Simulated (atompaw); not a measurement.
## What the settings do to the PAW (atompaw) potential of titanium (Ti)

Base potential:

* Element: Ti
* Generator: atompaw 4.2.0.5
* Type: PAW
* Functional: PBE
* Relativity: scalar-relativistic
* Frozen core: [Ar]
* Valence charge: 4
* Reference configuration: 3d2 4s2 4p0
* Partial waves: 4s (bound): rc 3.00 bohr; 4s channel at 0.05 Ry: rc 3.00 bohr; 4p (bound, empty): rc 3.00 bohr; 4p channel at 2.15 Ry: rc 3.00 bohr; 3d (bound): rc 2.20 bohr; 3d channel at 1.15 Ry: rc 2.20 bohr
* Local potential: troulliermartins scheme with l = 3 at 1 Ry, radius 2.80 bohr
* Core correction: smooth core density matched at 2.15 bohr
* Augmentation charge: gaussian compensation charge, radius 2.40 bohr; PAW radius 3.00 bohr; waves and projectors: custom polynom vanderbiltortho

All-electron outer shells of the reference configuration (PBE, scalar-relativistic, ld1.x):

```json
{"shell": "3s", "level (eV)": "-62.63", "outermost node (bohr)": "0.40", "outermost maximum (bohr)": "0.87"}
{"shell": "3p", "level (eV)": "-38.86", "outermost node (bohr)": "0.37", "outermost maximum (bohr)": "0.90"}
{"shell": "4s", "level (eV)": "-4.47", "outermost node (bohr)": "1.24", "outermost maximum (bohr)": "2.92"}
{"shell": "3d", "level (eV)": "-4.26", "outermost node (bohr)": "–", "outermost maximum (bohr)": "0.98"}
{"shell": "4p", "level (eV)": "-1.47", "outermost node (bohr)": "1.39", "outermost maximum (bohr)": "3.80"}
```

Cutoffs, loose and tight: the cutoffs (Ry, on a coarse ladder) from which the occupation-weighted sum of valence levels, in a spherical-Bessel basis at the reference potential, stays within 10 and 1 mRy of its value at 400 Ry. They see the waves, projectors and local potential, not the compensation charge or the core. A dash means not determined.

A true bound ghost makes a file unfit for plane-wave use even where its test errors are small: the radial tests pick states by their node count and pass the ghost by.

| change | outcome | cutoff, loose | cutoff, tight | bound ghosts |
| --- | --- | --- | --- | --- |
| base | generated | 18 Ry | 30 Ry | s |
| augmentation sinc compensation charge, radius 2.40 bohr; PAW radius 3.00 bohr; waves and projectors: custom polynom vanderbiltortho | generated | 18 Ry | 30 Ry | s |
| augmentation gaussian compensation charge, radius 2.40 bohr; PAW radius 3.00 bohr; waves and projectors: custom polynom gramschmidtortho | generated | 18 Ry | 30 Ry | s |
| local potential troulliermartins scheme with l = 3 at 1 Ry, radius 2.60 bohr | generated | 18 Ry | 30 Ry | s |
| reference 3d1 4s0 4p0 | failed: atompaw: The overlap operator has at least one negative eigenvalue! | – | – | – |
| augmentation gaussian compensation charge, radius 1.92 bohr; PAW radius 3.00 bohr; waves and projectors: custom polynom vanderbiltortho | generated | 18 Ry | 30 Ry | s |
| augmentation gaussian compensation charge, radius 2.40 bohr; PAW radius 3.00 bohr; waves and projectors: modrrkj vanderbiltortho | failed: atompaw: The overlap operator has at least one negative eigenvalue! | – | – | – |
| functional PBEsol | generated | 18 Ry | 30 Ry | s |
| core correction smooth core density matched at 2.22 bohr | generated | 18 Ry | 30 Ry | s |
| local potential ultrasoft scheme with l = 3 at 1 Ry, radius 2.80 bohr | generated | 18 Ry | 30 Ry | none |
| wave 4s (bound): rc 3.00 bohr becomes 4s (bound): rc 2.06 bohr | failed: atompaw: The overlap operator has at least one negative eigenvalue! | – | – | – |
| wave 3d channel at 1.15 Ry: rc 2.20 bohr becomes 3d channel at 0.92 Ry: rc 2.20 bohr | generated | 18 Ry | 30 Ry | s |

(1) What comes out with this change to the base: all radii scaled by about 0.79 (s 2.36, p 2.36, d 1.72 bohr); local potential troulliermartins scheme with l = 3 at 1 Ry, radius 2.20 bohr; augmentation gaussian compensation charge, radius 1.88 bohr; PAW radius 2.36 bohr; waves and projectors: custom polynom vanderbiltortho; core correction smooth core density matched at 1.70 bohr?

Answers

(1) outcome: generated; cutoff, loose: 30 Ry; cutoff, tight: 50 Ry; bound ghosts: s, p.
